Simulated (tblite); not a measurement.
All values are computed: GFN2-xTB (tblite) harmonic vibrations without scaling, gas phase. This tight-binding method is rough: wavenumbers can miss measured ones by several per cent, in bad cases by 10 to 20. Modes of hydrogen on silicon can be 10 to 20 % off. One conformer each. Thermal functions are those of the rigid rotor and harmonic oscillator, without mixing of conformers.

Question: Order these by their ideal-gas entropy at 298.15 K and 1 bar, highest first (J/(mol K)).
A. `[F][Sb-]([F])([F])([F])([F])[F]`
B. `O[Si](O)(CCl)C1CC1`
C. `[SiH3]O[C@]1(CCl)CCO1`
D. `c1ncn(c1CF)[SiH3]`

Answer: B (441.8), C (409.7), A (394.4), D (381.3).

| SMILES | atoms | mass (u) | symmetry number | modes under 300 cm⁻¹ | ZPE (kJ/mol) | S translation (J/(mol K)) | S rotation | S vibration | S | Cp |
| --- | --- | --- | --- | --- | --- | --- | --- | --- | --- | --- |
| O[Si](O)(CCl)C1CC1 | 17 | 152.01 | 1 | 10 | 333.0 | 171.5 | 124.2 | 146.1 | 441.8 | 166.8 |
| [SiH3]O[C@]1(CCl)CCO1 | 17 | 152.01 | 1 | 7 | 320.1 | 171.5 | 123.2 | 115.0 | 409.7 | 153.6 |
| [F][Sb-]([F])([F])([F])([F])[F] | 7 | 234.89 | 24 | 9 | 22.6 | 176.9 | 92.4 | 125.1 | 394.4 | 141.6 |
| FCc1cncn1[SiH3] | 15 | 130.04 | 1 | 5 | 271.3 | 169.6 | 120.1 | 91.6 | 381.3 | 138.5 |

Entropies and Cp are for 298.15 K and 1 bar.
